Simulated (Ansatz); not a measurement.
Reaction (cleavage of the Ge–Ge bond): `[F][Ge]([F])([F])[GeH3]` + `C=CN[SiH2]Cl` → `C=C[N]([GeH3])[SiH2]Cl` + `[F][GeH]([F])[F]`

Computed with Ansatz on PBE0-D4/def2-TZVP structures; ΔE is electronic, products minus reactants. CCSD(T)/CBS adds triple-zeta CCSD(T) − MP2 to the extrapolated MP2 energy (def2 sets, frozen cores). Functionals use def2-TZVPP. For Ge outer-core shells are correlated without core-valence functions, which leaves a few kJ/mol of doubt a bond. Scalar relativity is left out up to krypton. One conformer a species, not always the lowest.

| level | ΔE (kcal/mol) |
| --- | --- |
| PBE-D4 | 11.1 |
| PBE0-D4 | 9.7 |
| B2PLYP | 8.6 |
| MP2/def2-TZVPP | 3.5 |
| MP2/def2-QZVPP | 4.2 |
| SCS-MP2/def2-QZVPP | 4.4 |
| MP2/CBS(def2) | 4.6 |
| CCSD/CBS(def2) | 6.9 |

(1) What does CCSD(T)/CBS give? (Best estimate.)

Largest T1 diagnostic among the species: 0.013.

Answers

(1) Ansatz gave: +6.2 kcal/mol. The listed levels differ from it by 4.9, 3.5, 2.4, -2.7, -2.0, -1.8, -1.6, 0.7 kcal/mol.

In def2-TZVPP, CCSD(T) changes the Hartree–Fock value by −2.4 kcal/mol (the triples alone add −0.7 kcal/mol) and MP2 by −4.0 kcal/mol. The D4 term adds −2.9 kcal/mol with B3LYP and −1.6 kcal/mol with PBE0; it sums over pairs of atoms, weighted by their polarisabilities, and B3LYP, whose exchange is more repulsive, gets the larger term. From PBE to PBE0 (25 % exact exchange), in def2-TZVPP and without D4, ΔE moves by −1.6 kcal/mol.

B3LYP here is the variant with VWN-RPA as its local correlation; programs differ in this.
